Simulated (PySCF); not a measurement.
Electronic structure of Tl⁺ (thallium, charge +1) at the UHF level

Configuration: [Xe] 4f14 5d10 6s1 6p1, 6s spin antiparallel (an excited configuration). Calculation: PySCF 2.14, in x2c-TZVPPall (11s7p6d3f, 83 functions); scalar relativity by spin-free X2C-1e.

```json
{
  "Total energy": "-20243.058107 hartree",
  "One-electron energy": "-27696.2013 hartree",
  "Hartree (Coulomb) energy": "7833.7412 hartree",
  "Exchange energy": "-380.5980 hartree",
  "⟨S²⟩": "1.0006",
  "⟨L²⟩": "2.010",
  "Sum of ⟨r⟩": "45.08 bohr",
  "Sum of ⟨r²⟩": "58.67 bohr²",
  "Traceless quadrupole moment −½Σ⟨3z² − r²⟩ along its main axis": "-5.40 e·bohr²",
  "Langevin diamagnetic susceptibility": "-46.5 ×10⁻⁶ cm³/mol"
}
```

```tsv
shell	electrons	mean orbital energy (eV)	spread (eV)	rms radius, mean of both spins (bohr)
1s β	1	-86011.1	0	0.0184
1s α	1	-86011.0	0	0.0184
2s β	1	-15476.0	0	0.0742
2s α	1	-15476.0	0	0.0742
2p α	3	-13373.9	0.011	0.0684
2p β	3	-13373.9	0.021	0.0684
3s β	1	-3772.4	0	0.189
3s α	1	-3772.3	0	0.189
3p β	3	-3155.0	0.051	0.192
3p α	3	-3155.0	0.004	0.192
3d β	5	-2483.0	0.041	0.176
3d α	5	-2483.0	0.036	0.176
4s β	1	-887.77	0	0.416
4s α	1	-887.64	0	0.416
4p β	3	-681.08	0.122	0.443
4p α	3	-681.06	0.039	0.443
4d β	5	-427.63	0.117	0.471
4d α	5	-427.62	0.103	0.471
5s β	1	-162.28	0	0.943
5s α	1	-161.99	0	0.943
4f β	7	-148.18	0.139	0.510
4f α	7	-148.17	0.121	0.510
5p β	3	-103.21	0.350	1.08
5p α	3	-103.16	0.119	1.08
5d β	5	-32.349	0.489	1.47
5d α	5	-32.072	0.279	1.47
6s β	1	-20.379	0	2.56
6p α	1	-11.079	0	3.72
```

Spin-orbit coupling, absent here, splits the open shell strongly. With the s spin flipped the determinant is a mixture of two multiplicities, not a spectroscopic state.

Densities and radii are taken from the X2C orbitals without a picture-change correction, which distorts them close to the nucleus.

Spin-orbit constants ζ (cm⁻¹) from the X2C one-electron operator on these orbitals: bare nucleus, nucleus screened by l(l+1)(2l+1)/3 electrons, and screened by the Breit-Pauli mean field of the electrons.

```
shell      bare  screened nucleus  mean field
   2p  10210000           9959000         n/a
   3p   2302000           2245000         n/a
   3d    354700            310900         n/a
   4p    551200            537500         n/a
   4d     76600             67140         n/a
   4f     15850             10370         n/a
   5p     92960             90670         n/a
   5d      8036              7044         n/a
   6p      5429              5295         n/a
```
